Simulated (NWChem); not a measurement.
Program: NWChem. System: ClGe, charge 0, spin multiplicity 2, at a geometry optimised with UB3LYP/def2-SVP. The structure started from a generated list of species. Its SCF solution wasn't tested for a lower state. Level: UMP2/def2-TZVP, 14 core orbitals frozen.

Job file:

```
start mol
memory heap 200 mb stack 900 mb global 1100 mb
geometry units angstroms nocenter noautoz
  Ge     0.000000     0.000000     0.764844
  Cl     0.000000     0.000000    -1.439706
  symmetry group C2v
end
basis spherical
  * library def2-tzvp
end
scf
  uhf
  nopen 1
  maxiter 100
  thresh 1e-7
  semidirect memsize 60000000 filesize 0
  # guess.movecs holds the orbitals of an unrestricted PBE0 run
  vectors input guess.movecs output mol.movecs
end
mp2
  freeze core 14
end
task mp2 energy
```

Part of the output:

```
             Northwest Computational Chemistry Package (NWChem) 7.3.0
             --------------------------------------------------------

                                NWChem Input Module
                                -------------------

 Scaling coordinates for geometry "geometry" by  1.889725989
 (inverse scale =  0.529177249)

 Turning off AUTOSYM since
 SYMMETRY directive was detected!

                             Geometry "geometry" -> ""
                             -------------------------

 Output coordinates in angstroms (scale by  1.889725989 to convert to a.u.)

  No.       Tag          Charge          X              Y              Z
 ---- ---------------- ---------- -------------- -------------- --------------
    1 Ge                  32.0000     0.00000000     0.00000000     0.76484400
    2 Cl                  17.0000     0.00000000     0.00000000    -1.43970600

 Effective nuclear repulsion energy (a.u.)     130.5810362459

            Nuclear Dipole moment (a.u.)
            ----------------------------
        X                 Y               Z
 ---------------- ---------------- ----------------
     0.0000000000     0.0000000000     0.0000113384

      Symmetry information
      --------------------

 Group name             C2v
 Group number             16
 Group order               4
 No. of unique centers     2

      Symmetry unique atoms

     1    2


 Summary of "ao basis" -> "" (spherical)
 ------------------------------------------------------------------------------
       Tag                 Description            Shells   Functions and Types
 ---------------- ------------------------------  ------  ---------------------
 *                         def2-tzvp                  on all atoms

 Summary of "ao basis" -> "ao basis" (spherical)
 ------------------------------------------------------------------------------
       Tag                 Description            Shells   Functions and Types
 ---------------- ------------------------------  ------  ---------------------
 Ge                        def2-tzvp                16       48   6s5p4d1f
 Cl                        def2-tzvp                13       37   5s5p2d1f

                                 NWChem SCF Module
                                 -----------------

  ao basis        = "ao basis"
  functions       =    85
  atoms           =     2
  alpha electrons =    25
  beta  electrons =    24
  charge          =   0.00
  wavefunction    = UHF
  use symmetry    = T
  symmetry adapt  = T

 Summary of "ao basis" -> "ao basis" (spherical)
 ------------------------------------------------------------------------------
       Tag                 Description            Shells   Functions and Types
 ---------------- ------------------------------  ------  ---------------------
 Ge                        def2-tzvp                16       48   6s5p4d1f
 Cl                        def2-tzvp                13       37   5s5p2d1f

      Symmetry analysis of basis
      --------------------------

        a1         37
        a2          8
        b1         20
        b2         20

 Forming initial guess at       0.1s

   Symmetry analysis of molecular orbitals - initial alpha
   -------------------------------------------------------

  Numbering of irreducible representations:

     1 a1          2 a2          3 b1          4 b2

  Orbital symmetries:

     1 a1          2 a1          3 a1          4 b1          5 b2
     6 a1          7 a1          8 a1          9 b1         10 b2
[...]
    Atom       Charge   Shell Charges
 -----------   ------   -------------------------------------------------------
    1 Ge  32    16.29   1.00  1.00  0.59  0.39  0.53  0.45  2.99  2.21  0.78  0.64  0.64  4.46  0.54  0.02  0.04  0.01
    2 Cl  17     8.71   1.01  0.22  0.76  0.54  0.44  2.09  0.85  0.54  1.45  0.80  0.00  0.01  0.00

   Mulliken analysis of the beta density
   -------------------------------------

    Atom       Charge   Shell Charges
 -----------   ------   -------------------------------------------------------
    1 Ge  32    15.31   1.00  1.00  0.59  0.39  0.53  0.44  2.99  2.19  0.80  0.21  0.12  4.47  0.54  0.01  0.03  0.01
    2 Cl  17     8.69   1.01  0.22  0.76  0.54  0.44  2.09  0.85  0.53  1.43  0.82  0.00  0.01  0.00

   Mulliken analysis of the spin density
   -------------------------------------

    Atom       Charge   Shell Charges
 -----------   ------   -------------------------------------------------------
    1 Ge  32     0.99  -0.00  0.00  0.00 -0.00  0.01  0.01  0.00  0.02 -0.02  0.43  0.52 -0.01  0.01  0.01  0.01 -0.00
    2 Cl  17     0.01   0.00  0.00 -0.00  0.00 -0.00  0.00 -0.00  0.01  0.02 -0.02  0.00  0.00  0.00

       Multipole analysis of the density wrt the origin
       ------------------------------------------------

     L   x y z        total         alpha         beta         nuclear
     -   - - -        -----         -----         ----         -------
     0   0 0 0     -0.000000    -25.000000    -24.000000     49.000000

     1   1 0 0      0.000000      0.000000      0.000000      0.000000
     1   0 1 0     -0.000000     -0.000000     -0.000000      0.000000
     1   0 0 1      0.844640     -0.227009      1.071637      0.000011

     2   2 0 0    -20.454153    -11.019579     -9.434574      0.000000
     2   1 1 0     -0.000000     -0.000000     -0.000000      0.000000
     2   1 0 1     -0.000000     -0.000000      0.000000      0.000000
     2   0 2 0    -23.998924    -14.905501     -9.093423      0.000000
     2   0 1 1      0.000000      0.000000     -0.000000      0.000000
     2   0 0 2    -23.949681   -110.297063   -106.334286    192.681668

                   NWChem MP2 Semi-direct Energy/Gradient Module
                   ---------------------------------------------

  Basis functions       =     85
  Molecular orbitals    =     85
  Frozen core           =     14
  Frozen virtuals       =      0
  Active alpha occupied =     11
  Active beta occupied  =     10
  Active alpha virtual  =     60
  Active beta virtual   =     61
  Use MO symmetry       = T
  Use skeleton AO sym   = T

  AO/Fock/Back tols     =   1.0D-09  1.0D-09  1.0D-09

 GA uses MA = F    GA memory limited = T

 Available:
  local mem=  1.26D+08
 global mem=  1.44D+08
 local disk=  0.00D+00
  mp2_memr nvloc                    60
  nvloc new                    60
   1 passes of  11:        4194304                      47725                   8036978.
   1 passes of  11: M    126144140           G      144164750           F     121949836.

 Semi-direct pass number   1 of   1  for UHF alpha       at        3.2s
  vrange nnbf                  3576
  mp2_eaftype                    30  avail_ma_in_mb                  1099
 EAF : mp2_eaftype filesize          30    4018489.
  mp2_eaf for mointskh                     30
Node 0 wrote     18.9 Mb in      0.0 s     Agg I/O rate:  1490.2 Mb/s
 Done moints_semi at        8.3s
  mp2_eaftype                    30  avail_ma_in_mb                  1069
 EAF : mp2_eaftype filesize          30    4018489.
  mp2_eaf for kh                    30
 Done maket at        8.4s
 Done multipass loop at        8.4s

 GA uses MA = F    GA memory limited = T

 Available:
  local mem=  1.26D+08
 global mem=  1.44D+08
 local disk=  0.00D+00
  mp2_memr nvloc                    61
  nvloc new                    61
   1 passes of  10:        4194304                      45226                   7429058.
   1 passes of  10: M    126144140           G      144164750           F     121949836.

 Semi-direct pass number   1 of   1  for UHF beta        at        8.5s
  vrange nnbf                  3576
  mp2_eaftype                    28  avail_ma_in_mb                  1099
 EAF : mp2_eaftype filesize          28    3714529.
  mp2_eaf for mointskh                     28
Node 0 wrote     17.5 Mb in      0.0 s     Agg I/O rate:  1471.9 Mb/s
 Done moints_semi at       13.4s
  mp2_eaftype                    28  avail_ma_in_mb                  1071
 EAF : mp2_eaftype filesize          28    3714529.
  mp2_eaf for kh                    28
 Done maket at       13.5s
 Done multipass loop at       13.5s

          -------------------------------------------
          SCF energy               -2534.898592402900
          Correlation energy          -0.385458364863
          Singlet pairs                0.000000000000
          Triplet pairs                0.000000000000
          Total MP2 energy         -2535.284050767763
          -------------------------------------------

          ---------------------------------------------------
                    Spin Component Scaled (SCS) MP2
          Same spin pairs                     -0.110100221531
          Same spin scaling factor             0.333333333333
          Opposite spin pairs                 -0.275358143332
          Opposite spin scaling fact.          1.200000000000
          SCS-MP2 correlation energy          -0.367129845842
          Total SCS-MP2 energy             -2535.265722248743
          ---------------------------------------------------

 -----------------------
 Performance information
 -----------------------

 Timer overhead =  2.11D-07 seconds/call

               Nr. of calls         CPU time (s)                 Wall time (s)                GFlops
             ---------------    -------------------     ------------------------------   -------------------
Name         Min   Avg   Max    Min     Avg     Max     Min     Avg     Max   Mx/calls   Min     Max     Sum
mp2: moin     2     2     2    10.     10.     10.      10.     10.     10.     5.0      0.0     0.0     0.0
mp2: make     2     2     2   0.27    0.27    0.27     0.27    0.27    0.27    0.13      0.0     0.0     0.0
mp2: tota     1     1     1    10.     10.     10.      10.     10.     10.     10.      0.0     0.0     0.0

 The average no. of pstat calls per process was 5.00D+00
 with a timing overhead of 1.05D-06s

 Task  times  cpu:       13.5s     wall:       13.5s

 Total times  cpu:       13.5s     wall:       13.5s
```
